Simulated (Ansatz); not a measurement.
The cluster Si₆H₃⁺ (the lowest singlet isomer of a short search). Total charge 1; singlet. Geometry PBE0-D4/def2-SVP, basis def2-TZVP, Ansatz.

Cartesian coordinates in Å:
```
Si 0.693 1.844 -0.102
Si -0.865 0.187 -1.269
Si -0.825 0.307 1.038
Si 1.449 -0.086 -1.657
Si -0.337 -1.963 -0.341
Si 1.299 -0.520 0.661
H 2.345 -0.791 1.673
H -1.962 0.615 -2.166
H -1.796 0.406 2.163
```

| run | HOMO (eV) | LUMO (eV) |
| --- | --- | --- |
| A | -9.91 | -7.58 |
| B | -10.82 | -6.89 |
| C | -10.73 | -6.90 |
| D | -10.06 | -7.55 |
| E | -12.94 | -5.05 |
| F | -11.38 | -5.99 |

LC-ωPBE has ω = 0.4 bohr⁻¹. The structure comes from a short search, and lower isomers may exist.

Q: The runs used BHLYP, LC-ωPBE, PBE, PBE0, r2SCAN, r2SCAN0. Estimate which is which.

A: A PBE (0 % exact exchange); B r2SCAN0 (25 % exact exchange); C PBE0 (25 % exact exchange); D r2SCAN (0 % exact exchange); E LC-ωPBE (range-separated); F BHLYP (50 % exact exchange). Exact exchange lowers occupied and raises empty levels; among semilocal functionals meta-GGAs tend to open the gap a little, and such runs are hard to tell apart. The gap grows from 2.33 eV (PBE) to 7.89 eV (LC-ωPBE).
